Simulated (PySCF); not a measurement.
Coordinates in bohr (charge 0 multiplicity 1):
```
Ru    0.0000    0.0000    0.0000
Cl   -2.3933   -2.3933    2.3933
Cl   -2.3933    2.3933   -2.3933
Cl    2.3933    2.3933    2.3933
Cl    2.3933   -2.3933   -2.3933
```

Computed with PBE0/[Ru def2-SVP with ECP28, Cl def2-SVP], scalar-relativistic core potentials, density fitting, no spin–orbit coupling, PySCF.

This geometry of RuCl₄ is a stationary point at this level.

(1) What is the point group?

(2) Is it a minimum?

(3) What are the dipole moment and the gap between the highest occupied and lowest empty levels?

(4) Give the ideal-gas entropy at 298.15 K and 1 bar by parts.

(5) What is the atomisation energy, with and without zero-point energy?

Results:

(1) Td.

(2) Yes: all harmonic wavenumbers are real.

(3) 0.00 D and 3.31 eV.

(4) translation 177.3, rotation 104.0, vibration 88.4, spin 0.0; total 369.8 J/(mol K).

(5) 1197 kJ/mol without, 1184 kJ/mol with.

Only a few start shapes were tried, so a lower isomer may exist.
